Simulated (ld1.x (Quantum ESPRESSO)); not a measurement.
**An all-electron radial function and its pseudo partner (iron (Fe))**

Columns: radius, all-electron u(r) and pseudo u(r) of the 3d shell (level -8.46 eV) of iron in the configuration [Ar] 3d6 4s1.75 4p0.25; LDA (PZ), non-relativistic, PAW scheme, ld1.x (Quantum ESPRESSO) 7.5.

```
r (bohr)  all-electron  pseudo
   0.132        0.1281  0.0057
   0.265        0.4422  0.0432
   0.398        0.7114  0.1309
   0.530        0.8653  0.2650
   0.663        0.9218  0.4243
   0.795        0.9140  0.5726
   0.928        0.8704  0.6803
   1.060        0.8101  0.7286
   1.193        0.7433  0.7205
   1.325        0.6766  0.6740
   1.458        0.6122  0.6123
   1.590        0.5526  0.5526
   1.723        0.4974  0.4974
   1.855        0.4476  0.4476
   1.988        0.4022  0.4022
   2.120        0.3616  0.3616
   2.252        0.3250  0.3250
   2.385        0.2920  0.2920
   2.518        0.2623  0.2623
   2.650        0.2358  0.2358
   2.782        0.2121  0.2121
   2.915        0.1906  0.1906
   3.048        0.1713  0.1713
   3.180        0.1541  0.1541
   3.312        0.1387  0.1387
   3.445        0.1247  0.1247
```

How many radial nodes do the two functions have?

The all-electron 3d function has n − l − 1 = 0; the pseudo-wave has 0.

At about which radius was the pseudo-wave matched?

1.55 bohr, where the columns begin to agree (steps of 0.13 bohr).

Is the pseudo-wave norm-conserving?

No, it belongs to a PAW set: the norm inside the radius is not constrained, and the difference is carried by the augmentation charge.
